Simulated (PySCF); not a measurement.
Atom-mapped SMILES (the numbers label the heavy atoms): `[CH2:1]=[CH:2][CH2:3][O:4][SiH2:5][C:6](=[CH2:7])[CH3:8]`; H(Xn) means a hydrogen on atom n. Ha(C1) is cis to C3; Ha(C7) is cis to Si5; Hb(C1) is trans to C3; Hb(C7) is trans to Si5.

PySCF 2.14 calculation with GFN2-xTB geometry and NMR shieldings at PBE0/pcSseg-1/GIAO; non-relativistic, one averaged value for each set of equivalent atoms, a single conformation, no solvent model.

References, each an isolated molecule treated in the same way: $^{13}$C (σref 186.93) vs TMS.

Do the $^{13}$C shifts follow the atomic charges (in e)? Tabulate both.

## Answers


```tsv
atoms	hybridisation	δ (ppm)	σ para (ppm)	Hirshfeld	IAO	Mulliken	ESP-fitted
C6	sp2	147.5	-226	-0.09	-0.26	-0.60	+0.09
C2	sp2	147.3	-219	-0.04	-0.15	-0.30	-0.06
C7	sp2	135.1	-202	-0.10	-0.30	-0.08	-0.51
C1	sp2	123.3	-190	-0.10	-0.31	-0.14	-0.51
C3	sp3	71.7	-126	+0.01	-0.05	+0.16	+0.02
C8	sp3	24.2	-84	-0.12	-0.42	-0.19	-0.43
```

Correlation coefficients of δ with charge over these carbons: Hirshfeld +0.05, IAO +0.25, Mulliken -0.47, ESP-fitted +0.22; with the paramagnetic shielding -1.00. Among the 4 sp2 carbons alone: Hirshfeld +0.64, IAO +0.75, Mulliken -0.74, ESP-fitted +0.90. With so few points, grouped by hybridisation, these coefficients are fragile. Charge is one influence among several: hybridisation and low-lying excitations act through the paramagnetic term.

Shifts are as computed. Against solution values, carbons near 30 ppm lie about +3 ppm off and those near 130 ppm about +5 ppm. Of 1211 compounds with measured shifts, 218 miss one by over three times the rms of a fit or turn the order of signals round; such compounds aren't used in these exercises.
